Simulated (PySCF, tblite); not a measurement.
Compound: 4,4,4-trifluorobutan-2-one, C4H5F3O.
Numbering: `[CH3:1][C:2](=[O:3])[CH2:4][C:5]([F:6])([F:7])[F:8]` (hydrogens: H9, H10, H11 on C1; H12, H13 on C4)

The geometry is computed with GFN2-xTB (gas phase).

Problem. Give the optimised bond lengths and angles.

Solution. 
```json
{"bond": "C1–C2", "length (pm)": "149.7", "order": "single"}
{"bond": "C2=O3", "length (pm)": "119.9", "order": "double"}
{"bond": "C2–C4", "length (pm)": "153.7", "order": "single"}
{"bond": "C4–C5", "length (pm)": "151.5", "order": "single"}
{"bond": "C5–F6, C5–F7, C5–F8", "length (pm)": "134.1", "order": "single"}
{"bond": "C1–H9, C1–H10, C1–H11", "length (pm)": "108.8", "order": "single"}
{"bond": "C4–H12, C4–H13", "length (pm)": "109.3", "order": "single"}
```

Bonds in one row agree within 1 pm and their mean is given. Orders are formal, as drawn. A selection of angles:
```json
{"angle": "C2–C1–H9", "degrees": "109.2"}
{"angle": "C2–C1–H10", "degrees": "111.2"}
{"angle": "H9–C1–H10", "degrees": "107.8"}
{"angle": "H9–C1–H11", "degrees": "108.6"}
{"angle": "C1–C2–O3", "degrees": "124.2"}
{"angle": "C1–C2–C4", "degrees": "115.8"}
{"angle": "O3–C2–C4", "degrees": "120.1"}
{"angle": "C2–C4–C5", "degrees": "114.7"}
{"angle": "C2–C4–H12", "degrees": "108.7"}
{"angle": "C5–C4–H12", "degrees": "108.2"}
{"angle": "H12–C4–H13", "degrees": "108.6"}
{"angle": "C4–C5–F6", "degrees": "112.9"}
{"angle": "C4–C5–F7", "degrees": "111.3"}
{"angle": "F6–C5–F7", "degrees": "106.6"}
{"angle": "F6–C5–F8", "degrees": "106.4"}
```

Torsions: C1–C2–C4–C5 -44° (synclinal); C2–C4–C5–F6 -47° (synclinal). The mirror-image conformer, all signs reversed, is as good.

All 3 C–F bonds measure 1.340 to 1.343 Å. The 3 C–C bonds span 1.497 Å (C1–C2, drawn single) to 1.537 Å (C2–C4, drawn single), a spread of 0.040 Å. Of the pairs four or more bonds apart, C1···F8 is among the closest relative to their van der Waals radii: 2.92 Å, 92 % of the sum of Bondi's values.

Point group: C1 (no symmetry element, even within 0.4 Å). Its GFN2-xTB frequencies are all real (lowest 40 cm⁻¹). The numbers are those of one conformer. 3 starts were optimised and ended at 0.00, 0.00 and 1.14 kcal/mol (GFN2-xTB); the lowest of these is shown.
